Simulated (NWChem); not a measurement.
The numbers come from NWChem runs, not from measurements. System: hexachlorodisilane (Cl₆Si₂), charge 0, spin multiplicity 1, optimised in this run. Level: PBE/def2-SVP.

Input file:

```
start mol
memory heap 200 mb stack 900 mb global 1100 mb
geometry units angstroms
  Cl     0.993295    -1.855899     1.635426
  Si     0.030760    -1.169296     0.000000
  Cl    -1.838290    -1.930300     0.000000
  Cl     0.993295    -1.855899    -1.635426
  Si    -0.030760     1.169296     0.000000
  Cl    -0.993295     1.855899     1.635426
  Cl     1.838290     1.930300     0.000000
  Cl    -0.993295     1.855899    -1.635426
  symmetry group C2h
end
basis spherical
  * library def2-svp
end
dft
  xc xpbe96 cpbe96
  semidirect memsize 60000000 filesize 0
  iterations 100
end
driver
  maxiter 80
end
task dft optimize
```

Part of the output:

```
             Northwest Computational Chemistry Package (NWChem) 7.3.0
             --------------------------------------------------------

                                NWChem Input Module
                                -------------------

 Scaling coordinates for geometry "geometry" by  1.889725989
 (inverse scale =  0.529177249)

 Turning off AUTOSYM since
 SYMMETRY directive was detected!

          ------
          auto-z
          ------

                             Geometry "geometry" -> ""
                             -------------------------

 Output coordinates in angstroms (scale by  1.889725989 to convert to a.u.)

  No.       Tag          Charge          X              Y              Z
 ---- ---------------- ---------- -------------- -------------- --------------
    1 Cl                  17.0000     0.99329500    -1.85589900     1.63542600
    2 Si                  14.0000     0.03076000    -1.16929600     0.00000000
    3 Cl                  17.0000    -1.83829000    -1.93030000     0.00000000
    4 Cl                  17.0000     0.99329500    -1.85589900    -1.63542600
    5 Si                  14.0000    -0.03076000     1.16929600     0.00000000
    6 Cl                  17.0000    -0.99329500     1.85589900     1.63542600
    7 Cl                  17.0000     1.83829000     1.93030000     0.00000000
    8 Cl                  17.0000    -0.99329500     1.85589900    -1.63542600

 Effective nuclear repulsion energy (a.u.)    1213.9439533541

            Nuclear Dipole moment (a.u.)
            ----------------------------
        X                 Y               Z
 ---------------- ---------------- ----------------
     0.0000000000    -0.0000000000     0.0000000000

      Symmetry information
      --------------------

 Group name             C2h
 Group number             21
 Group order               4
 No. of unique centers     3

      Symmetry unique atoms

     1    2    3


 Summary of "ao basis" -> "" (spherical)
 ------------------------------------------------------------------------------
       Tag                 Description            Shells   Functions and Types
 ---------------- ------------------------------  ------  ---------------------
 *                          def2-svp                  on all atoms

  pbe96 is a nonlocal functional; adding pw91lda local functional.

                           NWChem Geometry Optimization
                           ----------------------------

 maximum gradient threshold         (gmax) =   0.000450
 rms gradient threshold             (grms) =   0.000300
 maximum cartesian step threshold   (xmax) =   0.001800
 rms cartesian step threshold       (xrms) =   0.001200
 fixed trust radius                (trust) =   0.300000
 maximum step size to saddle      (sadstp) =   0.100000
 energy precision                  (eprec) =   5.0D-06
 maximum number of steps          (nptopt) =   80
 initial hessian option           (inhess) =    0
 line search option               (linopt) =    1
 hessian update option            (modupd) =    1
 saddle point option              (modsad) =    0
 initial eigen-mode to follow     (moddir) =    0
 initial variable to follow       (vardir) =    0
 follow first negative mode     (firstneg) =    T
 apply conjugacy                    (opcg) =    F
 source of zmatrix                         =   autoz

          -------------------
          Energy Minimization
          -------------------

 Names of Z-matrix variables
    1              2              3              4              5
    6              7              8              9             10
   11             12             13             14             15
   16             17             18             19             20
   21             22             23             24             25
   26             27             28

 Variables with the same non-blank name are constrained to be equal

 Using diagonal initial Hessian
 Scaling for Hessian diagonals: bonds = 1.00  angles = 0.25  torsions = 0.10

          --------
          Step   0
          --------

                         Geometry "geometry" -> "geometry"
                         ---------------------------------

 Output coordinates in angstroms (scale by  1.889725989 to convert to a.u.)

  No.       Tag          Charge          X              Y              Z
 ---- ---------------- ---------- -------------- -------------- --------------
    1 Cl                  17.0000     0.99329500    -1.85589900     1.63542600
    2 Si                  14.0000     0.03076000    -1.16929600     0.00000000
    3 Cl                  17.0000    -1.83829000    -1.93030000     0.00000000
    4 Cl                  17.0000     0.99329500    -1.85589900    -1.63542600
    5 Si                  14.0000    -0.03076000     1.16929600     0.00000000
    6 Cl                  17.0000    -0.99329500     1.85589900     1.63542600
    7 Cl                  17.0000     1.83829000     1.93030000     0.00000000
    8 Cl                  17.0000    -0.99329500     1.85589900    -1.63542600

 Effective nuclear repulsion energy (a.u.)    1213.9439533541

            Nuclear Dipole moment (a.u.)
            ----------------------------
        X                 Y               Z
 ---------------- ---------------- ----------------
     0.0000000000    -0.0000000000     0.0000000000

      Symmetry information
      --------------------

 Group name             C2h
 Group number             21
 Group order               4
 No. of unique centers     3

      Symmetry unique atoms

     1    2    3

                                 NWChem DFT Module
[...]
   23 Torsion                  3     2     5     6          60.00011   -0.00000
   24 Torsion                  3     2     5     7         180.00000    0.00000
   25 Torsion                  3     2     5     8         -60.00011    0.00000
   26 Torsion                  4     2     5     6         180.00000    0.00000
   27 Torsion                  4     2     5     7         -60.00011    0.00000
   28 Torsion                  4     2     5     8          59.99979    0.00000

      ----------------------
      Optimization converged
      ----------------------

  Step       Energy      Delta E   Gmax     Grms     Xrms     Xmax   Walltime
  ---- ---------------- -------- -------- -------- -------- -------- --------
@    4   -3338.02641242 -7.7D-07  0.00006  0.00001  0.00039  0.00068     20.5
                                     ok       ok       ok       ok

                                Z-matrix (autoz)
                                --------

 Units are Angstrom for bonds and degrees for angles

      Type          Name      I     J     K     L     M      Value     Gradient
      ----------- --------  ----- ----- ----- ----- ----- ---------- ----------
    1 Stretch                  1     2                       2.06656    0.00000
    2 Stretch                  2     3                       2.06657    0.00000
    3 Stretch                  2     4                       2.06656    0.00000
    4 Stretch                  2     5                       2.34631   -0.00006
    5 Stretch                  5     6                       2.06656    0.00000
    6 Stretch                  5     7                       2.06657    0.00000
    7 Stretch                  5     8                       2.06656    0.00000
    8 Bend                     1     2     3               109.41617   -0.00000
    9 Bend                     1     2     4               109.41643   -0.00000
   10 Bend                     1     2     5               109.52613    0.00000
   11 Bend                     2     5     6               109.52613    0.00000
   12 Bend                     2     5     7               109.52614    0.00000
   13 Bend                     2     5     8               109.52613    0.00000
   14 Bend                     3     2     4               109.41617   -0.00000
   15 Bend                     3     2     5               109.52614    0.00000
   16 Bend                     4     2     5               109.52613    0.00000
   17 Bend                     6     5     7               109.41617   -0.00000
   18 Bend                     6     5     8               109.41643   -0.00000
   19 Bend                     7     5     8               109.41617   -0.00000
   20 Torsion                  1     2     5     6         -59.99979   -0.00000
   21 Torsion                  1     2     5     7          60.00011   -0.00000
   22 Torsion                  1     2     5     8         180.00000   -0.00000
   23 Torsion                  3     2     5     6          60.00011   -0.00000
   24 Torsion                  3     2     5     7         180.00000    0.00000
   25 Torsion                  3     2     5     8         -60.00011    0.00000
   26 Torsion                  4     2     5     6         180.00000    0.00000
   27 Torsion                  4     2     5     7         -60.00011    0.00000
   28 Torsion                  4     2     5     8          59.99979    0.00000

                         Geometry "geometry" -> "geometry"
                         ---------------------------------

 Output coordinates in angstroms (scale by  1.889725989 to convert to a.u.)

  No.       Tag          Charge          X              Y              Z
 ---- ---------------- ---------- -------------- -------------- --------------
    1 Cl                  17.0000     1.02248884    -1.83764480     1.68676677
    2 Si                  14.0000     0.03082508    -1.17275208     0.00000000
    3 Cl                  17.0000    -1.89806888    -1.91441289     0.00000000
    4 Cl                  17.0000     1.02248884    -1.83764480    -1.68676677
    5 Si                  14.0000    -0.03082508     1.17275208     0.00000000
    6 Cl                  17.0000    -1.02248884     1.83764480     1.68676677
    7 Cl                  17.0000     1.89806888     1.91441289     0.00000000
    8 Cl                  17.0000    -1.02248884     1.83764480    -1.68676677

 Effective nuclear repulsion energy (a.u.)    1194.5718181377

            Nuclear Dipole moment (a.u.)
            ----------------------------
        X                 Y               Z
 ---------------- ---------------- ----------------
     0.0000000000     0.0000000000     0.0000000000

      Symmetry information
      --------------------

 Group name             C2h
 Group number             21
 Group order               4
 No. of unique centers     3

      Symmetry unique atoms

     1    2    3

                Final and change from initial internal coordinates
                --------------------------------------------------

                                Z-matrix (autoz)
                                --------

 Units are Angstrom for bonds and degrees for angles

      Type          Name      I     J     K     L     M      Value       Change
      ----------- --------  ----- ----- ----- ----- ----- ---------- ----------
    1 Stretch                  1     2                       2.06656    0.04851
    2 Stretch                  2     3                       2.06657    0.04853
    3 Stretch                  2     4                       2.06656    0.04851
    4 Stretch                  2     5                       2.34631    0.00691
    5 Stretch                  5     6                       2.06656    0.04851
    6 Stretch                  5     7                       2.06657    0.04853
    7 Stretch                  5     8                       2.06656    0.04851
    8 Bend                     1     2     3               109.41617    1.14898
    9 Bend                     1     2     4               109.41643    1.14633
   10 Bend                     1     2     5               109.52613   -1.12376
   11 Bend                     2     5     6               109.52613   -1.12376
   12 Bend                     2     5     7               109.52614   -1.12119
   13 Bend                     2     5     8               109.52613   -1.12376
   14 Bend                     3     2     4               109.41617    1.14898
   15 Bend                     3     2     5               109.52614   -1.12119
   16 Bend                     4     2     5               109.52613   -1.12376
   17 Bend                     6     5     7               109.41617    1.14898
   18 Bend                     6     5     8               109.41643    1.14633
   19 Bend                     7     5     8               109.41617    1.14898
   20 Torsion                  1     2     5     6         -59.99979   -0.00333
   21 Torsion                  1     2     5     7          60.00011   -0.00166
   22 Torsion                  1     2     5     8         180.00000    0.00000
   23 Torsion                  3     2     5     6          60.00011   -0.00166
   24 Torsion                  3     2     5     7         180.00000    0.00000
   25 Torsion                  3     2     5     8         -60.00011    0.00166
   26 Torsion                  4     2     5     6         180.00000    0.00000
   27 Torsion                  4     2     5     7         -60.00011    0.00166
   28 Torsion                  4     2     5     8          59.99979    0.00333

 ==============================================================================
                                internuclear distances
 ------------------------------------------------------------------------------
       center one      |      center two      | atomic units |  angstroms
 ------------------------------------------------------------------------------
    2 Si               |   1 Cl               |     3.90523  |     2.06656
    3 Cl               |   2 Si               |     3.90524  |     2.06657
    4 Cl               |   2 Si               |     3.90523  |     2.06656
    5 Si               |   2 Si               |     4.43389  |     2.34631
    6 Cl               |   5 Si               |     3.90523  |     2.06656
    7 Cl               |   5 Si               |     3.90524  |     2.06657
    8 Cl               |   5 Si               |     3.90523  |     2.06656
 ------------------------------------------------------------------------------
                         number of included internuclear distances:          7
 ==============================================================================

 ==============================================================================
                                 internuclear angles
 ------------------------------------------------------------------------------
        center 1       |       center 2       |       center 3       |  degrees
 ------------------------------------------------------------------------------
    1 Cl               |   2 Si               |   3 Cl               |   109.42
    1 Cl               |   2 Si               |   4 Cl               |   109.42
    1 Cl               |   2 Si               |   5 Si               |   109.53
    3 Cl               |   2 Si               |   4 Cl               |   109.42
    3 Cl               |   2 Si               |   5 Si               |   109.53
    4 Cl               |   2 Si               |   5 Si               |   109.53
    2 Si               |   5 Si               |   6 Cl               |   109.53
    2 Si               |   5 Si               |   7 Cl               |   109.53
    2 Si               |   5 Si               |   8 Cl               |   109.53
    6 Cl               |   5 Si               |   7 Cl               |   109.42
    6 Cl               |   5 Si               |   8 Cl               |   109.42
    7 Cl               |   5 Si               |   8 Cl               |   109.42
 ------------------------------------------------------------------------------
                            number of included internuclear angles:         12
 ==============================================================================

 Task  times  cpu:       20.5s     wall:       20.5s

 Total times  cpu:       20.5s     wall:       20.5s
```
